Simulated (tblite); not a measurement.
C₅H₇FO₂.
Z-matrix (Å and degrees, GFN2-xTB geometry), rows numbered from 1:
```
C 
O   1  1.4097
C   2  1.3322  1  120.68
C   3  1.4957  2  120.17  1    -0.06
C   3  1.3567  2  118.88  1   179.97
C   5  1.4355  3  123.24  2    -0.02
O   6  1.1864  5  132.23  3     0.07
F   6  1.3863  5  109.70  3  -179.93
H   1  1.0936  2  111.76  3   -61.46
H   1  1.0885  2  105.33  3  -179.97
H   1  1.0937  2  111.78  3    61.51
H   4  1.0898  3  110.49  2    59.78
H   4  1.0897  3  110.53  2   -59.66
H   4  1.0846  3  110.24  2  -180.00
H   5  1.0762  3  120.07  2   179.96
```

All values are computed: GFN2-xTB (tblite) harmonic vibrations without scaling, gas phase. This tight-binding method is rough: wavenumbers can miss measured ones by several per cent, in bad cases by 10 to 20. One conformer, not necessarily the lowest.

Harmonic wavenumbers (cm⁻¹): 64.9, 100.0, 122.2, 131.5, 188.9, 235.1, 299.3, 365.6, 371.0, 513.7, 556.2, 647.7, 673.8, 788.1, 851.2, 878.1, 1009.2, 1009.9, 1079.5, 1109.5, 1111.1, 1143.5, 1222.5, 1352.1, 1390.0, 1404.3, 1452.7, 1455.4, 1468.3, 1475.6, 1611.1, 1828.3, 2950.7, 2961.2, 3005.4, 3017.5, 3038.8, 3079.3, 3133.4.

A = 4080, B = 1239, C = 961.9 MHz; mass 118.043 u (most abundant isotopes); point group Cs, symmetry number 1.

Problem. Zero-point energy?

Solution. Half the sum of the wavenumbers: 24548 cm⁻¹ = 70.19 kcal/mol.

Problem. Give the ideal-gas entropy at 273.15 K and 1 bar in the rigid-rotor, harmonic-oscillator model (classical rotation).

Solution. Translation 39.80, rotation 28.32, vibration 22.31: S = 90.4 cal/(mol K).

Problem. And Cp and H(273.15 K) − H(0)?

Solution. Cp = 30.93 cal/(mol K), of which vibrations give 22.98 (their classical limit is 39 R = 77.5); H(273.15 K) − H(0) = 5.46 kcal/mol without the zero-point energy, 3.29 from vibrations.

Problem. What must be added to the electronic energy to get the Gibbs energy at 273.15 K and 1 bar?

Solution. ZPE + [H(273.15 K) − H(0)] − T·S = 70.19 + 5.46 − 24.70 = 50.95 kcal/mol.

Problem. How do the functions run with temperature in this model?

Solution. 
| T (K) | S (cal/(mol K)) | Cp (cal/(mol K)) | H − H(0) (kcal/mol) | G − H(0) (kcal/mol) | ln q(vib) |
| --- | --- | --- | --- | --- | --- |
| 100 | 67.0 | 17.7 | 1.23 | -5.47 | 1.25 |
| 200 | 81.7 | 25.5 | 3.40 | -12.94 | 3.52 |
| 300 | 93.4 | 32.9 | 6.32 | -21.71 | 5.76 |
| 500 | 113.6 | 46.5 | 14.32 | -42.47 | 10.04 |
| 800 | 138.6 | 59.8 | 30.45 | -80.43 | 16.01 |
| 1000 | 152.6 | 65.6 | 43.02 | -109.58 | 19.67 |

q(vib) and H(0) count from the zero-point level.

Hindered rotation and anharmonicity are outside this model. Other conformers, if any are populated, would add a mixing term that is left out.

The run took 0.34 s on an Arm Neoverse V2 with one thread, no GPU, shared host with 192 logical CPUs at a one-minute load of 197. The figure is for the frequency step alone.
